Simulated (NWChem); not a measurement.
System: benzotriazole (C₆H₅N₃); SMILES c1ccc2c(c1)nn[nH]2

Parts of the log:

```
             Northwest Computational Chemistry Package (NWChem) 7.3.0
             --------------------------------------------------------

                             Geometry "geometry" -> ""
                             -------------------------

 Output coordinates in angstroms (scale by  1.889725989 to convert to a.u.)

  No.       Tag          Charge          X              Y              Z
 ---- ---------------- ---------- -------------- -------------- --------------
    1 C                    6.0000    -0.73042300     2.08908000     0.00000000
    2 C                    6.0000     0.68395900     2.09790300     0.00000000
    3 C                    6.0000     1.42720000     0.92850900     0.00000000
    4 C                    6.0000     0.69766000    -0.26790600     0.00000000
    5 N                    7.0000     1.01583800    -1.58989900     0.00000000
    6 N                    7.0000    -0.08849200    -2.35277200     0.00000000
    7 N                    7.0000    -1.12175200    -1.60106900     0.00000000
    8 C                    6.0000    -0.71098500    -0.29103700     0.00000000
    9 C                    6.0000    -1.44547900     0.90423300     0.00000000
   10 H                    1.0000    -1.26338700     3.04249000     0.00000000
   11 H                    1.0000     1.20526500     3.05819300     0.00000000
   12 H                    1.0000     2.51853200     0.94573800     0.00000000
   13 H                    1.0000     1.92389100    -2.03574900     0.00000000
   14 H                    1.0000    -2.53659600     0.88324100     0.00000000

 Effective nuclear repulsion energy (a.u.)     407.4095742126

                                 NWChem DFT Module
                                 -----------------

 Summary of "ao basis" -> "ao basis" (spherical)
 ------------------------------------------------------------------------------
       Tag                 Description            Shells   Functions and Types
 ---------------- ------------------------------  ------  ---------------------
 C                          def2-svp                 6       14   3s2p1d
 N                          def2-svp                 6       14   3s2p1d
 H                          def2-svp                 3        5   2s1p

 in cosmo_initialize ...

 solvent parameters
 solvname_short: unkn
 solvname_long:  unknown
 dielec:        1.5000

          ---------------
          -cosmo- solvent
          ---------------
 Cosmo: York-Karplus, doi: 10.1021/jp992097l
 dielectric constant -eps-     =   1.50
 screen = (eps-1)/(eps    )    =   0.33333
 surface charge correction     = lagrangian

   van der Waals surface
 --------------------------

 ---------- ATOMIC COORDINATES (A.U.) ------------ VDWR(ANG.) --
     1   -1.38029933    3.94778877    0.00000000     2.000
     2    1.29249510    3.96446182    0.00000000     2.000
     3    2.69701693    1.75462759    0.00000000     2.000
     4    1.31838623   -0.50626893    0.00000000     2.000
     5    1.91965547   -3.00447346    0.00000000     1.830
     6   -0.16722563   -4.44609439    0.00000000     1.830
     7   -2.11980391   -3.02558170    0.00000000     1.830
     8   -1.34356683   -0.54998018    0.00000000     2.000
     9   -2.73155923    1.70875260    0.00000000     2.000
    10   -2.38745525    5.74947242    0.00000000     1.300
    11    2.27762059    5.77914679    0.00000000     1.300
    12    4.75933537    1.78718568    0.00000000     1.300
    13    3.63562682   -3.84700779    0.00000000     1.300
    14   -4.79347138    1.66908347    0.00000000     1.300
 number of segments per atom =         32
 number of   points per atom =         32
 atom (   nspa,  nppa )
 ----------------------
    1 (     14,     0 )       0
    2 (     14,     0 )       0
    3 (     12,     0 )       0
    4 (     10,     0 )       0
    5 (     14,     0 )       0
    6 (     16,     0 )       0
    7 (     18,     0 )       0
    8 (     10,     0 )       0
    9 (     12,     0 )       0
   10 (     16,     0 )       0
   11 (     16,     0 )       0
   12 (     16,     0 )       0
   13 (     16,     0 )       0
   14 (     16,     0 )       0
 number of -cosmo- surface points =      200
 molecular surface =    160.793 angstrom**2
 molecular volume  =    141.055 angstrom**3
 G(cav/disp)       =      1.664 kcal/mol
 -lineq- algorithm             =   0
 -bem- low  level              =   2
 -bem- from -octahedral-
 gaussian surface charge width =   4.50000
 degree of switching           =   1.00000
 switching function tolerance  =   0.00010
 atomic radii =
 --------------
    1  6.000  2.000
    2  6.000  2.000
    3  6.000  2.000
    4  6.000  2.000
    5  7.000  1.830
    6  7.000  1.830
    7  7.000  1.830
    8  6.000  2.000
    9  6.000  2.000
   10  1.000  1.300
   11  1.000  1.300
   12  1.000  1.300
   13  1.000  1.300
   14  1.000  1.300
 ...... end of -cosmo- initialization ......

            General Information
            -------------------
          SCF calculation type: DFT
          Wavefunction type:  closed shell.
          No. of atoms     :    14
          No. of electrons :    62
           Alpha electrons :    31
            Beta electrons :    31
          Charge           :     0
          Spin multiplicity:     1
          Use of symmetry is: off; symmetry adaption is: off
          Maximum number of iterations: 150
          AO basis - number of functions:   151
                     number of shells:    69
          Convergence on energy requested:  1.00D-06
          Convergence on density requested:  1.00D-05
          Convergence on gradient requested:  5.00D-04

              XC Information
              --------------
                       M06-2X Method XC Functional
                     Hartree-Fock (Exact) Exchange  0.540
                        M06-2X Exchange Functional  1.000
                      M06-2X Correlation Potential  1.000

             Grid Information
             ----------------
          Grid used for XC integration:  medium
          Radial quadrature: Mura-Knowles
          Angular quadrature: Lebedev.
          Tag              B.-S. Rad. Rad. Pts. Rad. Cut. Ang. Pts.
          ---              ---------- --------- --------- ---------
          C                   0.70       49          12.0       434
          N                   0.65       49          13.0       434
          H                   0.35       45          14.0       434
          Grid pruning is: on
          Number of quadrature shells:   666
          Spatial weights used:  Erf1

      Superposition of Atomic Density Guess
      -------------------------------------

 Sum of atomic energies:        -390.97780300

      Non-variational initial energy
      ------------------------------

 Total energy =    -397.369777
 1-e energy   =   -1335.861092
 2-e energy   =     531.081741
 HOMO         =      -0.266226
 LUMO         =      -0.042318

   convergence    iter        energy       DeltaE   RMS-Dens  Diis-err
 ---------------- ----- ----------------- --------- --------- ---------
     COSMO gas phase
 d= 0,ls=0.0,diis     1   -395.3177623311 -8.03D+02  8.86D-03  6.73D-01
 d= 0,ls=0.0,diis     2   -395.3473568392 -2.96D-02  4.79D-03  5.76D-01
 d= 0,ls=0.0,diis     3   -395.4032434924 -5.59D-02  1.53D-03  8.09D-02
 d= 0,ls=0.0,diis     4   -395.4121239159 -8.88D-03  4.94D-04  4.68D-03
 d= 0,ls=0.0,diis     5   -395.4126309885 -5.07D-04  1.59D-04  5.52D-04
  Resetting Diis
 d= 0,ls=0.0,diis     6   -395.4127021943 -7.12D-05  4.72D-05  4.21D-05
 d= 0,ls=0.0,diis     7   -395.4127079564 -5.76D-06  2.61D-05  4.20D-06
 d= 0,ls=0.0,diis     8   -395.4127079506  5.79D-09  1.14D-05  5.41D-06
 d= 0,ls=0.0,diis     9   -395.4127086326 -6.82D-07  3.29D-06  1.09D-07

   convergence    iter        energy       DeltaE   RMS-Dens  Diis-err
 ---------------- ----- ----------------- --------- --------- ---------
     COSMO solvation phase
 d= 0,ls=0.0,diis     1   -395.4173613640 -4.65D-03  9.53D-04  1.01D-03
 d= 0,ls=0.0,diis     2   -395.4175412520 -1.80D-04  1.96D-04  7.68D-04
 d= 0,ls=0.0,diis     3   -395.4176241494 -8.29D-05  6.15D-05  1.04D-04
 d= 0,ls=0.0,diis     4   -395.4176358716 -1.17D-05  1.91D-05  7.49D-06
 d= 0,ls=0.0,diis     5   -395.4176366595 -7.88D-07  6.84D-06  1.22D-06

         Total DFT energy =     -395.417636659459
      One electron energy =    -1340.977407270770
           Coulomb energy =      592.953845831294
    Exchange-Corr. energy =      -54.903931466806
 Nuclear repulsion energy =      407.409574212630

             COSMO energy =        0.100282034194

 Numeric. integr. density =       62.000011702578

                                   COSMO solvation results
                                   -----------------------

                 gas phase energy =      -395.412708632560
                 sol phase energy =      -395.417636659459
 (electrostatic) solvation energy =         0.004928026899 (    3.09 kcal/mol)

                       DFT Final Molecular Orbital Analysis
                       ------------------------------------

 Vector   29  Occ=2.000000D+00  E=-3.405766D-01
              MO Center= -7.1D-01, -1.7D+00, -1.6D-09, r^2= 2.1D+00
   Bfn.  Coefficient  Atom+Function         Bfn.  Coefficient  Atom+Function
  ----- ------------  ---------------      ----- ------------  ---------------
    73      0.371255   6 N  s                88     -0.329830   7 N  px
    87     -0.293666   7 N  s                89     -0.259774   7 N  py
    75      0.248842   6 N  py               91      0.238336   7 N  px
    59     -0.227027   5 N  s                72      0.218617   6 N  s
    86     -0.217643   7 N  s               103     -0.181747   8 C  py

 Vector   30  Occ=2.000000D+00  E=-3.123031D-01
              MO Center=  1.3D-02,  3.2D-01,  1.0D-10, r^2= 4.1D+00
   Bfn.  Coefficient  Atom+Function         Bfn.  Coefficient  Atom+Function
  ----- ------------  ---------------      ----- ------------  ---------------
   104     -0.309745   8 C  pz               20      0.301092   2 C  pz
    76     -0.273454   6 N  pz               48     -0.260588   4 C  pz
    23      0.218745   2 C  pz               79      0.214698   6 N  pz
     6      0.211876   1 C  pz              107     -0.211541   8 C  pz
    51     -0.191789   4 C  pz                9      0.153412   1 C  pz

 Vector   31  Occ=2.000000D+00  E=-2.989950D-01
              MO Center= -2.1D-02,  4.7D-01,  2.7D-09, r^2= 4.2D+00
   Bfn.  Coefficient  Atom+Function         Bfn.  Coefficient  Atom+Function
  ----- ------------  ---------------      ----- ------------  ---------------
    34      0.309001   3 C  pz              118     -0.295800   9 C  pz
    62      0.264167   5 N  pz                6     -0.249765   1 C  pz
    65     -0.235648   5 N  pz               37      0.232589   3 C  pz
   121     -0.220053   9 C  pz               90     -0.206592   7 N  pz
     9     -0.192317   1 C  pz               93      0.162708   7 N  pz

 Vector   32  Occ=0.000000D+00  E=-1.549408D-02
              MO Center= -5.2D-02,  1.5D-01,  1.5D-09, r^2= 5.1D+00
   Bfn.  Coefficient  Atom+Function         Bfn.  Coefficient  Atom+Function
  ----- ------------  ---------------      ----- ------------  ---------------
   121      0.408296   9 C  pz               37      0.396304   3 C  pz
    79      0.327020   6 N  pz               23     -0.323782   2 C  pz
    76     -0.316862   6 N  pz              118      0.304856   9 C  pz
    34      0.285393   3 C  pz               20     -0.241007   2 C  pz
   107     -0.197375   8 C  pz               90      0.186961   7 N  pz

 Vector   33  Occ=0.000000D+00  E= 3.705406D-02
              MO Center= -2.7D-02,  8.1D-01,  3.1D-10, r^2= 4.0D+00
   Bfn.  Coefficient  Atom+Function         Bfn.  Coefficient  Atom+Function
  ----- ------------  ---------------      ----- ------------  ---------------
     9      0.552491   1 C  pz               51      0.523286   4 C  pz
    23     -0.373556   2 C  pz               48      0.361646   4 C  pz
     6      0.349928   1 C  pz               65     -0.289183   5 N  pz
   107     -0.285526   8 C  pz              121     -0.254177   9 C  pz
    20     -0.246618   2 C  pz               62      0.208857   5 N  pz

 Vector   34  Occ=0.000000D+00  E= 7.801615D-02
              MO Center= -1.3D-01, -7.7D-01, -1.4D-10, r^2= 4.2D+00
   Bfn.  Coefficient  Atom+Function         Bfn.  Coefficient  Atom+Function
  ----- ------------  ---------------      ----- ------------  ---------------
    93      0.488950   7 N  pz               79     -0.422902   6 N  pz
    37      0.396032   3 C  pz               90     -0.378388   7 N  pz
   107     -0.353070   8 C  pz               23     -0.341955   2 C  pz
    76      0.331621   6 N  pz               65      0.294038   5 N  pz
   104     -0.247773   8 C  pz              121      0.219408   9 C  pz

     Multipole analysis of the density
     ---------------------------------

     L   x y z        total         alpha         beta         nuclear
     -   - - -        -----         -----         ----         -------
     0   0 0 0     -0.000000    -31.000000    -31.000000     62.000000

     1   1 0 0      1.426247      0.695686      0.695686      0.034875
     1   0 1 0      0.979568      0.629222      0.629222     -0.278876
     1   0 0 1     -0.000000     -0.000000     -0.000000      0.000000

     2   2 0 0    -32.613946   -145.460270   -145.460270    258.306593
     2   1 1 0     -6.079231     -0.313919     -0.313919     -5.451393
     2   1 0 1      0.000000      0.000000      0.000000      0.000000
     2   0 2 0    -39.071936   -309.551787   -309.551787    580.031638
     2   0 1 1     -0.000000     -0.000000     -0.000000      0.000000
     2   0 0 2    -40.356452    -20.178226    -20.178226      0.000000
```

Level: M06-2X/def2-SVP, COSMO on the gas-phase geometry. Coordinates come from a PBE0/def2-SVP optimisation. No frequency run checked for a minimum. COSMO prints the solvation energy as gas minus solution, so a positive value is a stabilisation.

Reconstruct the input file.

This is not unique; one that fits is the input that was run:
```
start job
memory heap 200 mb stack 900 mb global 1100 mb
geometry units angstroms noautosym nocenter noautoz
  C     -0.730423     2.089080     0.000000
  C      0.683959     2.097903     0.000000
  C      1.427200     0.928509     0.000000
  C      0.697660    -0.267906     0.000000
  N      1.015838    -1.589899     0.000000
  N     -0.088492    -2.352772     0.000000
  N     -1.121752    -1.601069     0.000000
  C     -0.710985    -0.291037     0.000000
  C     -1.445479     0.904233     0.000000
  H     -1.263387     3.042490     0.000000
  H      1.205265     3.058193     0.000000
  H      2.518532     0.945738     0.000000
  H      1.923891    -2.035749     0.000000
  H     -2.536596     0.883241     0.000000
end
basis spherical
  * library def2-svp
end
dft
  xc m06-2x
  iterations 150
end
cosmo
  dielec 1.5
end
task dft energy
```
